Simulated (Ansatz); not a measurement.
The cluster Sn2Se⁺. Charge 1, multiplicity 2. Geometry r2SCAN-D4/def2-TZVP, basis def2-TZVP, Ansatz.

Cartesian coordinates in Å:
```
Sn -1.140 1.149 1.656
Sn 1.104 -0.560 -1.957
Se 0.036 -0.589 0.301
```

```csv
run,HOMO (eV),LUMO (eV)
A,-8.62,-8.38
B,-10.71,-5.76
C,-9.27,-7.67
D,-8.92,-8.30
E,-10.89,-5.02
```

In the def2 sets Sn takes a core potential; there is no spin–orbit coupling. Another isomer (doublet) lies 0.68 eV lower at PBE0-D4/def2-TZVP; other spin states weren't run for this one.

HOMO and LUMO are taken over both spins.

Problem. The runs used HF, PBE, PBE0, r2SCAN, ωB97X-V. Estimate which is which.

Solution. A PBE (0 % exact exchange); B ωB97X-V (range-separated); C PBE0 (25 % exact exchange); D r2SCAN (0 % exact exchange); E HF (100 % exact exchange). Exact exchange lowers occupied and raises empty levels; among semilocal functionals meta-GGAs tend to open the gap a little, and such runs are hard to tell apart. The gap grows from 0.24 eV (PBE) to 5.87 eV (HF). At HF/def2-TZVP the charge 1 doublet is spin-contaminated (final ⟨S²⟩ up to 0.98, 0.75 for a pure state).
